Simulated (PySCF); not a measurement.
Vertical excitations of a molecule CH4N2OSi from TDA-CAM-B3LYP/def2-SVPD in PySCF, as energy in eV (oscillator strength): 7.21 (0.047), 7.31 (0.015), 7.60 (0.000), 7.66 (0.011), 7.94 (0.006), 8.07 (0.000), 8.26 (0.001), 8.33 (0.076), 8.39 (0.040), 8.76 (0.000). Lowest triplet (TDA): 6.54 eV. Geometry optimised at B3LYP-D3(BJ)/def2-SVP. One conformer was computed; it need not be the lowest.

### Question
Identify the compound among the candidates.
(A) N[Si@H]1N=CO1
(B) N[SiH2]N=C=O
(C) N#CO[SiH2]N

### Answer
C, N#CO[SiH2]N
